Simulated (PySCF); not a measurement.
ZrOF₂, SMILES [O]=[Zr]([F])[F], multiplicity 1. Coordinates come from a PBE-D3(BJ)/def2-TZVP optimisation. The multiplicity is an assumed one; other spin states were not compared. The def2 effective core potentials stand for the cores of Zr; spin–orbit coupling is left out.

Task: Give the equilibrium geometry at PBE-D3(BJ)/def2-TZVP (PySCF confirms it by a frequency run) as bond lengths and angles, and its point group. (An estimate is asked for; the answer gives what the named calculation found.)

Result: point group Cs.
Atoms: Zr1 O2 F3 F4. Bonded distances (Å): Zr1–O2 1.757, Zr1–F3 1.945, Zr1–F4 1.945. Angles (°): O2–Zr1–F3 110.3, O2–Zr1–F4 110.3, F3–Zr1–F4 117.9.
